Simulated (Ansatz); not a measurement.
The same path of BH3O2 + FH + FH (10 atoms, charge 0, multiplicity 1) was run twice with different band settings. Lost on the way: B1–H2, H5–F6, H7–F8. Made: B1–F6, H2–H7, H5–F8.

Level of theory: RKS PBE/def2-SVP (Ansatz).

Relaxed end points:

```xyz
10
Properties=species:S:1:pos:R:3
B -0.906 0.132 0.003
H -1.039 0.697 1.065
O -0.313 -1.137 0.023
O -1.470 0.517 -1.173
H 1.695 0.554 0.353
F 1.315 1.220 -0.233
H 1.017 -1.093 0.784
F 1.860 -0.770 1.174
H -0.288 -1.520 -0.877
H -1.871 1.402 -1.119
```

```xyz
10
Properties=species:S:1:pos:R:3
B -0.099 -0.292 -1.094
H -0.702 1.629 2.053
O 0.004 -1.247 -2.052
O -1.214 -0.098 -0.346
H 1.598 0.041 0.634
F 1.006 0.507 -0.925
H -0.145 1.099 1.987
F 1.440 -0.394 1.458
H -0.802 -1.792 -2.092
H -1.086 0.546 0.378
```

Common settings: climbing image yes; spring 5.0 eV/Å²; optimiser quadratic models (default); start path through a guess of the saddle point; force threshold 0.05 eV/Å; iteration limit 60; end points relaxed.

| run | movable images |
| --- | --- |
| 1 | 7 |
| 2 | 3 |

Problem. What does each run give, and how far can it be trusted?

Solution. Run 1: converged after 21 iterations, highest image 0.802 eV above the first end. Neighbouring images differ by up to 1.3 eV, so the band resolves the path poorly. A vibrational analysis at the climbing image gives one clearly imaginary mode, 880i cm⁻¹: a first-order saddle point.
Run 2: converged after 40 iterations, highest image 0.802 eV above the first end. Neighbouring images differ by up to 1.5 eV, so the band resolves the path poorly. Another band between the same ends (7 images) ends at a top of the same energy, where a vibrational analysis finds 1 clearly imaginary mode. So few images can step over the top or miss a turn of the path.
The orbitals stay closed-shell, which can raise the energy where a bond breaks towards radicals; this wasn't checked here.
